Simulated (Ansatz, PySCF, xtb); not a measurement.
Dissociation curve of Mg2, singlet.

Computed with: UMP2/3-21G = PySCF with unrestricted MP2 (frozen core)/3-21G; RMP2/3-21G = PySCF with restricted MP2 (frozen core)/3-21G; GFN1-xTB (xtb); FCI = full CI/cc-pVDZ, frozen core in Ansatz (a first-principles code).

Energies relative to the lowest point of each curve near equilibrium, in kJ/mol; the last columns give the difference from FCI:

```
R / Å  UMP2/3-21G  RMP2/3-21G  GFN1-xTB   FCI  UMP2/3-21G − FCI  RMP2/3-21G − FCI  GFN1-xTB − FCI
-----  ----------  ----------  --------  ----  ----------------  ----------------  --------------
2.71         87.5        65.9       3.2  49.4              38.1              16.5           -46.2
2.88         64.9        43.8       0.0  28.9              36.0              14.9           -28.9
3.06         48.6        29.2       2.2  16.0              32.6              13.2           -13.8
3.30         32.7        17.8       9.4   7.0              25.7              10.7             2.4
3.41         26.3        14.2      13.5   4.8              21.6               9.5             8.7
3.50         21.4        11.9      17.1   3.5              17.9               8.4            13.6
3.60         16.1         9.6      21.2   2.4              13.6               7.2            18.8
3.69          7.9         7.9      25.0   1.8               6.1               6.1            23.2
3.88          5.0         5.0      32.6   0.9               4.1               4.1            31.7
3.97          3.9         3.9      36.0   0.7               3.2               3.2            35.4
4.18          2.0         2.0      43.3   0.3               1.7               1.7            43.0
4.46          0.6         0.6      51.1   0.1               0.5               0.5            51.0
4.81          0.0         0.0      58.0   0.0               0.0               0.0            58.0
5.36          0.3         0.3      64.2   0.2               0.1               0.1            64.0
5.87          1.1         1.1      66.8   0.4               0.6               0.6            66.4
6.45          2.0         2.0      68.2   0.7               1.3               1.3            67.5
7.17          2.9         2.9      68.9   1.0               1.9               1.9            68.0
7.86          3.3         3.3      69.2   1.1               2.2               2.2            68.1
8.86          3.5         3.5      69.4   1.2               2.3               2.3            68.2
9.73          3.5         3.5      69.5   1.2               2.3               2.3            68.2
10.79         3.6         3.6      69.5   1.2               2.3               2.3            68.3
```

UMP2/3-21G is furthest from FCI at 2.71 (38.1 kJ/mol, above); its mean absolute difference over the points is 10.2 kJ/mol.

RMP2/3-21G is furthest from FCI at 2.71 (16.5 kJ/mol, above); its mean absolute difference over the points is 5.2 kJ/mol.

GFN1-xTB is furthest from FCI at 10.79 (68.3 kJ/mol, above); its mean absolute difference over the points is 43.5 kJ/mol.

The unrestricted determinant behind UMP2/3-21G is spin-contaminated at 2.71 to 3.60 Å (<S²> up to 0.6, against 0.00 for a pure singlet).
